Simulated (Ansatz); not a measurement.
C2H5BCl2O, SMILES `CCOB(Cl)Cl` at its PBE0-D4/def2-TZVP geometry, where that method's forces vanish. Total charge 0; spin multiplicity 1.

```json
{"atom": "C1", "x (Å)": "-0.599", "y (Å)": "-1.140", "z (Å)": "-0.696"}
{"atom": "C2", "x (Å)": "0.035", "y (Å)": "0.223", "z (Å)": "-0.815"}
{"atom": "O3", "x (Å)": "-0.274", "y (Å)": "1.024", "z (Å)": "0.326"}
{"atom": "B4", "x (Å)": "0.465", "y (Å)": "1.099", "z (Å)": "1.429"}
{"atom": "Cl5", "x (Å)": "1.987", "y (Å)": "0.228", "z (Å)": "1.627"}
{"atom": "Cl6", "x (Å)": "-0.101", "y (Å)": "2.113", "z (Å)": "2.742"}
{"atom": "H7", "x (Å)": "-0.410", "y (Å)": "-1.717", "z (Å)": "-1.604"}
{"atom": "H8", "x (Å)": "-1.678", "y (Å)": "-1.053", "z (Å)": "-0.561"}
{"atom": "H9", "x (Å)": "-0.183", "y (Å)": "-1.690", "z (Å)": "0.150"}
{"atom": "H10", "x (Å)": "-0.362", "y (Å)": "0.768", "z (Å)": "-1.673"}
{"atom": "H11", "x (Å)": "1.120", "y (Å)": "0.145", "z (Å)": "-0.926"}
```

Problem. For each bond, give half the difference of the two atoms' forces along it (eV/Å; positive pushes the atoms apart) under PBE-D4, r2SCAN-D4, B3LYP-D4, ωB97M-V in def2-TZVPP. (Estimate.)

Solution. Ansatz gave: 
```tsv
bond	length (Å)	PBE-D4	r2SCAN-D4	B3LYP-D4	ωB97M-V
C1–C2	1.508	-0.03	0.06	0.16	0.16
C1–H7	1.092	0.10	-0.03	-0.07	-0.08
C1–H8	1.091	0.10	-0.03	-0.06	-0.07
C1–H9	1.092	0.10	-0.03	-0.07	-0.07
C2–O3	1.428	0.20	0.27	0.27	0.20
C2–H10	1.091	0.09	-0.08	-0.15	-0.14
C2–H11	1.093	0.08	-0.08	-0.13	-0.14
O3–B4	1.330	0.35	0.08	-0.08	0.00
B4–Cl5	1.764	0.04	0.03	0.16	0.06
B4–Cl6	1.753	0.05	0.03	0.12	0.07
```

B3LYP here is the variant with VWN-RPA as its local correlation; programs differ in this.
